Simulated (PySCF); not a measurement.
Si(H)(F)(vinyl)2 (C4H7FSi), SMILES C=C[SiH](F)C=C.

Coordinates come from a PBE0-D3(BJ)/def2-SVP optimisation. The values are those of a single conformer.

Method: TDA-PBE/def2-SVPD (PySCF 2.14.0).

Vertical excitations. The molecule is in vacuum.

| state | energy (eV) | λ (nm) | f | main pairs |
|---|---|---|---|---|
| S1 | 5.17 | 240 | 0.018 | HOMO→LUMO 73 %, HOMO→LUMO+1 19 % |
| S2 | 5.59 | 222 | 0.026 | HOMO−1→LUMO 42 %, HOMO−1→LUMO+1 40 %, HOMO−2→LUMO 8 % |
| S3 | 5.73 | 216 | 0.009 | HOMO−2→LUMO 73 %, HOMO−1→LUMO+1 21 % |
| S4 | 5.99 | 207 | 0.015 | HOMO−3→LUMO 58 %, HOMO−2→LUMO+1 14 %, HOMO→LUMO+1 14 % |
| S5 | 6.25 | 198 | 0.008 | HOMO−2→LUMO+1 67 %, HOMO−3→LUMO 24 % |
| S6 | 6.52 | 190 | 0.152 | HOMO−3→LUMO+1 67 %, HOMO→LUMO+1 10 % |
| S7 | 6.91 | 180 | 0.016 | HOMO→LUMO+2 80 % |
| S8 | 7.05 | 176 | 0.118 | HOMO−1→LUMO+2 57 %, HOMO→LUMO+2 13 %, HOMO−1→LUMO 10 % |
| S9 | 7.24 | 171 | 0.001 | HOMO−4→LUMO 97 % |
| S10 | 7.27 | 171 | 0.026 | HOMO→LUMO+3 93 % |
| T1 | 4.26 | 291 | 0 | HOMO→LUMO 55 %, HOMO→LUMO+1 21 %, HOMO−1→LUMO 11 % |
| T2 | 4.32 | 287 | 0 | HOMO−1→LUMO 62 %, HOMO→LUMO+1 23 % |
| T3 | 5.08 | 244 | 0 | HOMO→LUMO+1 43 %, HOMO→LUMO 39 %, HOMO−2→LUMO 10 % |
| T4 | 5.34 | 232 | 0 | HOMO−2→LUMO 67 %, HOMO−1→LUMO 14 %, HOMO−1→LUMO+1 10 % |
Triplets are in the Tamm–Dancoff approximation.
